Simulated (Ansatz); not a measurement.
The same hydrolysis along the group B, Al, Ga, In.

Computed with Ansatz on PBE0-D4/def2-TZVP structures; ΔE is electronic, products minus reactants. CBS: MP2 limit from def2 TZ/QZ plus the TZ coupled-cluster correction, frozen cores. This one scheme is used for every species. Functionals use def2-TZVPP. B3LYP here is the variant with VWN-RPA as its local correlation; programs differ in this. Elements past krypton have def2 core potentials. For Ga, In outer-core shells are correlated without core-valence functions, which leaves a few kJ/mol of doubt a bond. Scalar relativity is left out up to krypton. One conformer a species, not always the lowest.

| reaction | B3LYP-D4 (kcal/mol) | PBE0-D4 (kcal/mol) | B2PLYP (kcal/mol) | CCSD/CBS(def2) (kcal/mol) | CCSD(T)/CBS(def2) (kcal/mol) |
| --- | --- | --- | --- | --- | --- |
| `SBS` + H₂O → `OBS` + H₂S | -11.2 | -9.3 | -11.5 | -10.5 | -9.7 |
| `[SH][AlH][SH]` + H₂O → `[OH][AlH][SH]` + H₂S | -5.9 | -2.9 | -6.4 | -4.9 | -4.4 |
| `[SH][GaH][SH]` + H₂O → `[OH][GaH][SH]` + H₂S | 7.7 | 9.6 | 6.6 | 8.2 | 8.4 |
| `[SH][InH][SH]` + H₂O → `[OH][InH][SH]` + H₂S | 14.5 | 16.6 | 13.8 | 15.0 | 14.9 |

Largest T1 diagnostic: 0.016, for `[OH][InH][SH]`.
